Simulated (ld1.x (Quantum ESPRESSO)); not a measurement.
**An all-electron radial function and its pseudo partner (Mg)**

Columns: radius, all-electron u(r) and pseudo u(r) of the 2s shell (level -99.45 eV) of magnesium in the configuration [He] 2s2 2p6 3s0 3p0; LDA (PZ), scalar-relativistic, TM scheme, ld1.x (Quantum ESPRESSO) 7.5.

```tsv
r (bohr)	all-electron	pseudo
0.038	0.4801	-0.0883
0.075	0.5566	-0.1755
0.113	0.4260	-0.2677
0.150	0.2038	-0.3612
0.188	-0.0565	-0.4619
0.225	-0.3056	-0.5651
0.263	-0.5373	-0.6754
0.300	-0.7304	-0.7850
0.338	-0.8927	-0.8959
0.375	-1.0161	-0.9968
0.413	-1.1103	-1.0870
0.450	-1.1738	-1.1562
0.488	-1.2140	-1.2045
0.525	-1.2327	-1.2290
0.563	-1.2345	-1.2338
0.600	-1.2226	-1.2226
0.638	-1.1991	-1.1991
0.675	-1.1678	-1.1678
0.713	-1.1291	-1.1291
0.750	-1.0867	-1.0867
0.788	-1.0398	-1.0398
0.825	-0.9920	-0.9920
0.863	-0.9418	-0.9418
0.900	-0.8926	-0.8926
0.938	-0.8424	-0.8424
0.975	-0.7942	-0.7942
```

**Question.** How many radial nodes do the two functions have?

**Answer.** The all-electron 2s function has n − l − 1 = 1; the pseudo-wave has 0, since the states of the same l below it are removed with the core.

**Question.** At about which radius was the pseudo-wave matched?

**Answer.** 0.65 bohr. The columns agree to 0.0005 from 0.60 bohr on; several derivatives are matched, so the curves merge somewhat inside the radius.

**Question.** Where does each function peak?

**Answer.** Outermost all-electron maximum near 0.56 bohr, pseudo maximum near 0.56 bohr (to the table’s step).

**Question.** Is the pseudo-wave norm-conserving?

**Answer.** Yes: the TM scheme keeps the norm inside the radius equal to the all-electron one, which fixes the energy derivative of the logarithmic derivative at the level.
